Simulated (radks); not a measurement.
Species: Re III. Configuration: [Xe] 4f11.5 5d5 6s0.5 6p2 (fractional occupations, a model configuration). Method: Dirac Kohn-Sham, PBE, spin-unpolarised, spherical densities, point nucleus; open shells are shared between the two j in proportion to 2j + 1; computed with a radial shooting solver on a logarithmic mesh with Libxc functionals.

Radial electron density D(r) = 4 pi r^2 rho(r):

r (bohr)   D(r) (e/bohr)
0.0007817          5.747
0.001059           9.165
0.001436           14.40
0.001946           22.18
0.002637           33.23
0.003574           48.00
0.004844           65.99
0.006564           84.95
0.008897           100.4
0.01206            106.9
0.01634            102.6
0.02215            95.09
0.03001            99.95
0.04068            122.2
0.05513            137.8
0.07471            122.7
0.1005             107.2
0.1361             123.0
0.1845             115.5
0.2501             71.89
0.3389             70.87
0.4593             72.70
0.6225             40.28
0.8436             21.73
1.143              14.95
1.549              7.185
2.1                2.932
2.846              1.430
3.857             0.5044
5.227            0.07954
7.085           0.003904

D(r) has 4 maxima, at r = 0.0124, 0.0556, 0.153, 0.404 bohr, and minima at 0.0240, 0.0997, 0.289 bohr, inside which lie 2.02, 11.10, 29.87 electrons.
